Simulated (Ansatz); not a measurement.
H₄HfO₄, charge -1, doublet (typed; the unrestricted solution is spin-contaminated), at a GFN2-xTB geometry (such geometries of metal compounds can be far from the true shape) (the multiplicity is a formal guess) (core potentials on Hf) (a gas-phase anion, which may not be bound at this level); BLYP/def2-SVP (Ansatz, an electronic-structure program).

Ansatz was given this input:
Ansatz 0.2 input:
```yaml
crystal:
  periodic: [false, false, false]
  atoms:
    - {symbol: Hf, position_ang: [-0.00000000, 0.00000000, -0.00000000]}
    - {symbol: O, position_ang: [1.86824430, 0.33811420, -0.28908161]}
    - {symbol: H, position_ang: [1.71818795, 0.98809181, -0.98506148]}
    - {symbol: O, position_ang: [0.22989531, -0.32287162, 1.87912965]}
    - {symbol: H, position_ang: [1.19165090, -0.26527537, 1.84619568]}
    - {symbol: O, position_ang: [-0.54748506, 1.11112594, -1.46761215]}
    - {symbol: H, position_ang: [-1.31431976, 0.56973815, -1.68724728]}
    - {symbol: O, position_ang: [-1.55065456, -1.12636852, -0.12243589]}
    - {symbol: H, position_ang: [-1.59551909, -1.29255459, 0.82611309]}
basis:
  gaussian:
    orbitals: def2-SVP
    occupation: {up: {"A": 14, "B": 11}, down: {"A": 12, "B": 12}}
hamiltonian:
  xc: blyp
total_charge: -1
magnetization: {spin_polarized: true, initial_magnetization: 1}
```

Q: What does Ansatz print? Leave out banner, timings and long lists.

A: 
```
Functional definition: BLYP
the irreps are read with x along [0.942, 0.298, 0.156], y along [0.000, -0.463, 0.886] and z along [0.336, -0.835, -0.436] of the geometry given
1118 factors; their error is unknown
mean field evaluation 1: about -9542.5806 eV, gradient 4.6e1 eV
mean field evaluation 2: about -9549.9328 eV, gradient 2.9e0 eV
mean field evaluation 4: about -9550.4065 eV, gradient 5.1e-1 eV
mean field evaluation 8: about -9550.3550 eV, gradient 2.8e-3 eV
mean field -9550.35503489 eV, -350.9690740691 hartree, gradient 1.5e-6 eV, S^2 1.752991; 0 other end points of the search recorded, 0 dependent functions left out
reference -9550.35537875 eV, -350.9690867056 hartree; 25, 24 occupied and 83, 84 virtual orbitals, 1118 factors
Total energy: -9550.35537875 eV, -350.9690867056 hartree
```
